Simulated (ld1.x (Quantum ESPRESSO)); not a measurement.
Values are calculated unless marked as measured or tabulated.
# Hardness and transferability of assorted potentials

Generated with ld1.x 7.5 (TM, RRKJ, ultrasoft, PAW), atompaw 4.2 or ONCVPSP 4.0.1. The cutoff is in Ry: for ld1.x and atompaw files where the sum of valence levels is converged to 10 mRy in a Bessel basis, for ONCV files where the hardest occupied wave has 1 mHa per electron of residual kinetic energy. The error is the largest all-electron minus pseudo excitation energy over each file’s own four to seven test configurations (ionisations up to +4, promotions, holes and added fractions of an electron), all of which were solved. The labels leave out finer settings (local radius, basis sizes, second energies), which also bear on the numbers. Spin-polarised tests are not counted. The rows are a selection from randomly drawn settings: files with unsolved tests, undetermined cutoffs or missed reference levels are left out.

A true bound ghost makes a file unfit for plane-wave use even where its test errors are small: the radial tests pick states by their node count and pass the ghost by.

```tsv
element	potential	cutoff (Ry)	largest error (meV)	bound ghosts
N	TM, PBEsol, non-relativistic, rc 0.95/1.85/1.70 (spd), local smoothed, core correction no, reference 2s2 2p1	55	+694	none
Al	TM semilocal, BP86, non-relativistic, rc 1.60/2.80 (sp), local s, core correction yes, reference 3s2 3p1	18	-11	none
Ni	PAW, PBE, scalar-relativistic, rc 1.15/1.70/1.75 (spd), local smoothed, core correction yes, reference 3s2 3p6 3d8 4s1 4p1	50	-60	none
Se	TM, Wu–Cohen, scalar-relativistic, rc 1.55/1.95/1.50 (spd), local smoothed, core correction yes, reference 4s2 4p4	40	-22	d
Hg	PAW, BP86, scalar-relativistic, rc 2.20/2.65/2.00 (spd), local smoothed, core correction yes, reference 5d10 6s0.5 6p0	30	-356	none
```

(1) Fill in the row for Sb: TM, LDA (PZ), scalar-relativistic, rc 1.85/2.35 (sp), local p, core correction no, reference 5s1.5 5p3.5.

(2) Fill in the row for Re: TM semilocal, PBEsol, scalar-relativistic, rc 2.05/1.30/2.30 (spd), local p, core correction no, reference 5p6 5d4 6s0 6p0.

Answers

(1) cutoff 21 Ry, largest error +500 meV, bound ghosts: none.

(2) cutoff 100 Ry, largest error +107 meV, bound ghosts: none.
